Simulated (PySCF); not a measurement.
**Radial density of Sc(2+) (scandium, charge +2)**

UHF, [Ar] 3d1, 2D determinant. All numbers are calculated (PySCF 2.14, scalar relativity by spin-free X2C-1e, in x2c-SVPall (5s3p3d1f, 36 functions)).

```json
{"r (bohr)": "0.00121", "4πr²ρ (e/bohr)": "0.1311", "4πr²(ρα − ρβ)": "0.0000"}
{"r (bohr)": "0.00204", "4πr²ρ (e/bohr)": "0.3587", "4πr²(ρα − ρβ)": "0.0000"}
{"r (bohr)": "0.00342", "4πr²ρ (e/bohr)": "0.9356", "4πr²(ρα − ρβ)": "0.0000"}
{"r (bohr)": "0.00576", "4πr²ρ (e/bohr)": "2.278", "4πr²(ρα − ρβ)": "0.0000"}
{"r (bohr)": "0.00969", "4πr²ρ (e/bohr)": "5.276", "4πr²(ρα − ρβ)": "0.0000"}
{"r (bohr)": "0.0163", "4πr²ρ (e/bohr)": "10.98", "4πr²(ρα − ρβ)": "0.0000"}
{"r (bohr)": "0.0274", "4πr²ρ (e/bohr)": "19.13", "4πr²(ρα − ρβ)": "0.0000"}
{"r (bohr)": "0.0461", "4πr²ρ (e/bohr)": "24.73", "4πr²(ρα − ρβ)": "0.0000"}
{"r (bohr)": "0.0776", "4πr²ρ (e/bohr)": "21.47", "4πr²(ρα − ρβ)": "0.0000"}
{"r (bohr)": "0.130", "4πr²ρ (e/bohr)": "18.68", "4πr²(ρα − ρβ)": "0.0015"}
{"r (bohr)": "0.219", "4πr²ρ (e/bohr)": "26.08", "4πr²(ρα − ρβ)": "0.0185"}
{"r (bohr)": "0.369", "4πr²ρ (e/bohr)": "17.56", "4πr²(ρα − ρβ)": "0.1078"}
{"r (bohr)": "0.621", "4πr²ρ (e/bohr)": "6.785", "4πr²(ρα − ρβ)": "0.3712"}
{"r (bohr)": "1.04", "4πr²ρ (e/bohr)": "8.698", "4πr²(ρα − ρβ)": "0.6075"}
{"r (bohr)": "1.76", "4πr²ρ (e/bohr)": "2.605", "4πr²(ρα − ρβ)": "0.4130"}
{"r (bohr)": "2.95", "4πr²ρ (e/bohr)": "0.1550", "4πr²(ρα − ρβ)": "0.0850"}
{"r (bohr)": "4.97", "4πr²ρ (e/bohr)": "0.003947", "4πr²(ρα − ρβ)": "0.0039"}
```

Densities and radii are taken from the X2C orbitals without a picture-change correction, which distorts them close to the nucleus.
